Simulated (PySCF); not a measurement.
C₄H₅NO, SMILES Nc1ccco1. Heavy atoms are numbered as in [NH2:1][c:2]1[cH:3][cH:4][cH:5][o:6]1. Hydrogens are named by the atom that carries them.

Geometry optimised at B3LYP-D3(BJ)/def2-SVP. Other conformers were not sampled.

Level of theory: PBE/def2-TZVP (PySCF).

ESP charges are fitted to the potential on shells at 1.4 to 2.0 van der Waals radii. Atomic charges (e), one atom of each kind:

```json
[
 {"atom": "N1 (NH2)", "meta-Löwdin": "-0.44", "ESP fit": "-0.73"},
 {"atom": "C2", "meta-Löwdin": "0.25", "ESP fit": "0.39"},
 {"atom": "C3 (CH)", "meta-Löwdin": "-0.26", "ESP fit": "-0.37"},
 {"atom": "C4 (CH)", "meta-Löwdin": "-0.18", "ESP fit": "-0.21"},
 {"atom": "C5 (CH)", "meta-Löwdin": "-0.02", "ESP fit": "-0.20"},
 {"atom": "O6", "meta-Löwdin": "-0.24", "ESP fit": "-0.11"},
 {"atom": "H on N1", "meta-Löwdin": "0.25", "ESP fit": "0.34"},
 {"atom": "H on C3", "meta-Löwdin": "0.13", "ESP fit": "0.19"},
 {"atom": "H on C4", "meta-Löwdin": "0.13", "ESP fit": "0.18"},
 {"atom": "H on C5", "meta-Löwdin": "0.14", "ESP fit": "0.18"}
]
```

Computed Mayer and Wiberg (Löwdin basis) orders of the bonds:
```tsv
bond	Mayer	Wiberg
N1–C2	1.13	1.59
C2–C3	1.57	1.67
C3–C4	1.25	1.41
C4–C5	1.67	1.84
C2–O6	1.15	1.54
C5–O6	1.06	1.49
```
